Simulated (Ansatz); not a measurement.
The cluster Fe₃S₄, relaxed as a singlet with RKS r2SCAN-D4/def2-SVP in Ansatz, starting from the GFN2-xTB geometry. Force threshold 0.02 eV/Å.

The restricted singlet is unstable towards broken spin symmetry in Hartree–Fock (as tested in another run); at r2SCAN-D4/def2-SVP this wasn't settled. The structure comes from a short search, and lower isomers may exist.

Start:

```xyz
7

Fe   -0.045   -1.526    0.083
Fe    1.396    0.462   -0.412
Fe   -1.343    1.055    0.326
S     0.462   -0.785   -1.800
S    -2.033   -0.834    0.613
S     1.349   -0.640    1.360
S     0.214    2.266   -0.169
```

Task: Estimate the energy that the relaxation releases and the steps that it takes.

Result: 166.7 kJ/mol, in 23 steps; 3.7 min on 4 threads of Arm Neoverse V2 on a shared host. The force fell under the threshold at step 5, but the optimiser went on and released 0.902 eV more. No frequencies were taken in this run, so the end may be a saddle point.

Task: Does the start keep its bonding and symmetry?

Result: Bonds formed: Fe3–S4 (atoms count from 1). Point group Cs at the start, Cs at the end, both within 0.05 Å.

Task: Predict the relaxed structure.

Result: 
Cartesian coordinates in Å:
```
Fe -0.0869 -1.2491 0.3035
Fe 1.2779 0.5183 -0.2662
Fe -1.0115 0.6175 -0.5044
S 0.1475 -0.6882 -1.7575
S -2.1382 -0.7700 0.6682
S 1.6309 -0.6787 1.4129
S 0.1802 2.2502 0.1436
```
Bond lengths (bridged metal pairs left out): 9 × Fe–S 2.09 to 2.23 Å.
